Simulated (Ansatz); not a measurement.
`COB(F)OC` + `COB(N)Br` → `COB(N)F` + `COB(Br)OC`  (redistribution)

Computed with Ansatz on PBE0-D4/def2-TZVP structures; ΔE is electronic, products minus reactants. CBS: MP2 limit from def2 TZ/QZ plus the TZ coupled-cluster correction, frozen cores. This one scheme is used for every species. Functionals use def2-TZVPP. B3LYP here is the variant with VWN-RPA as its local correlation; programs differ in this. For Br outer-core shells are correlated without core-valence functions, which leaves a few kJ/mol of doubt a bond. Scalar relativity is left out up to krypton. Each species was taken in one conformer, which may not be the lowest.

```tsv
level	ΔE (kcal/mol)
B3LYP-D4	1.2
ωB97X-V	1.2
B2PLYP	1.2
PBE	1.3
PBE0	1.4
SCS-MP2/def2-TZVPP	1.1
HF/def2-QZVPP	1.4
HF/CBS(def2)	1.4
```

(1) What does CCSD(T)/CBS give? (Best estimate.)

Largest T1 diagnostic among the species: 0.012.

Answers

(1) Ansatz gave: +1.2 kcal/mol. The listed levels differ from it by 0.0, 0.0, 0.0, 0.1, 0.2, -0.1, 0.2, 0.2 kcal/mol.
